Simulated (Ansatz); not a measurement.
Mulliken charges of CH$_{6}$AlNS, SMILES `[CH3][Al]([NH2])[SH]` from r2SCAN/def2-TZVPP in Ansatz (PBE0-D4/def2-TZVP geometry).

```json
{"atom": "C1", "x (Å)": "-1.386", "y (Å)": "1.037", "z (Å)": "0.160", "charge (e)": "-0.396"}
{"atom": "Al2", "x (Å)": "0.265", "y (Å)": "0.060", "z (Å)": "-0.146", "charge (e)": "0.592"}
{"atom": "N3", "x (Å)": "0.531", "y (Å)": "-1.567", "z (Å)": "0.492", "charge (e)": "-0.465"}
{"atom": "S4", "x (Å)": "1.858", "y (Å)": "0.997", "z (Å)": "-1.332", "charge (e)": "-0.315"}
{"atom": "H5", "x (Å)": "-1.943", "y (Å)": "1.164", "z (Å)": "-0.772", "charge (e)": "0.071"}
{"atom": "H6", "x (Å)": "-1.186", "y (Å)": "2.039", "z (Å)": "0.551", "charge (e)": "0.072"}
{"atom": "H7", "x (Å)": "-2.040", "y (Å)": "0.524", "z (Å)": "0.870", "charge (e)": "0.060"}
{"atom": "H8", "x (Å)": "-0.144", "y (Å)": "-2.069", "z (Å)": "1.045", "charge (e)": "0.145"}
{"atom": "H9", "x (Å)": "1.358", "y (Å)": "-2.125", "z (Å)": "0.364", "charge (e)": "0.139"}
{"atom": "H10", "x (Å)": "2.685", "y (Å)": "-0.058", "z (Å)": "-1.233", "charge (e)": "0.097"}
```

**Question.** By hand: the dipole of these point charges (1 e Å = 4.8032 D).

**Answer.** Σ q r = (-0.044, -0.301, 0.161) e Å, of length 0.344 e Å = 1.65 D.

**Question.** How does the dipole of the full density compare? (Best estimate.)

**Answer.** Ansatz gave: (-0.128, -0.366, 0.230) e Å, 2.17 D; the point charges give 0.76 times that, at 10° from its direction.

Point charges leave out the atoms' own dipoles, such as those of lone pairs, and Mulliken's split depends on the basis, so the two needn't agree.
